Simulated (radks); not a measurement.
The numbers below are computed, except where a source is named.
All-electron atom: S II in [Ne] 3s2 3p2 6s1 (not the ground configuration). Code: a radial shooting solver on a logarithmic mesh with Libxc functionals. Model: Dirac Kohn-Sham, PBE, spin-unpolarised, spherical densities, finite nucleus; open shells are shared between the two j in proportion to 2j + 1; Fermi nuclear charge, rms radius 3.2611 fm.

Spin-orbit splittings of the eigenvalues, e(l+1/2) - e(l-1/2), with zeta = 2 splitting/(2l+1) and mean radii in bohr:

2p: occ. 6; splitting (eV) 1.267; zeta (eV) 0.8444; <r> j=l-1/2 0.4402; <r> j=l+1/2 0.4425
3p: occ. 2; splitting (eV) 0.1151; zeta (eV) 0.07675; <r> j=l-1/2 1.766; <r> j=l+1/2 1.771
